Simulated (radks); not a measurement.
Results of a calculation; reference values are marked as such.
Problem. Orbital eigenvalues (eV) of the ytterbium ion Yb+, [Xe] 4f14 6s1, of relativity; Dirac values are averaged over j with weights 2j + 1. Spin-unpolarised spherical Kohn-Sham, PBE, point nucleus unless stated (finite: rms radius 5.3108 fm), a radial shooting solver on a logarithmic mesh with Libxc functionals. A level marked "c x" has the speed of light scaled by that factor.

| shell | non-rel. |
|---|---|
| 3s | -2061.7 |
| 3p | -1876.4 |
| 3d | -1531.0 |
| 4s | -396.90 |
| 4p | -321.53 |
| 4d | -185.45 |
| 5s | -52.110 |
| 5p | -32.528 |
| 4f | -13.959 |
| 6s | -8.5354 |
| 5d (empty) | -7.1046 |
| 6p (empty) | -5.5539 |

Give the values at the level "Dirac".

Solution. 
shell         Dirac  change of magnitude (%)
3s          -2341.0                   +13.55
3p          -1981.6                    +5.61
3d          -1519.2                    -0.77
4s          -465.94                   +17.40
4p          -346.94                    +7.90
4d          -184.28                    -0.63
5s          -61.617                   +18.24
5p          -34.518                    +6.12
4f          -9.7192                   -30.37
6s          -9.2755                    +8.67
5d (empty)  -6.4672                    -8.97
6p (empty)  -5.5547                    +0.01
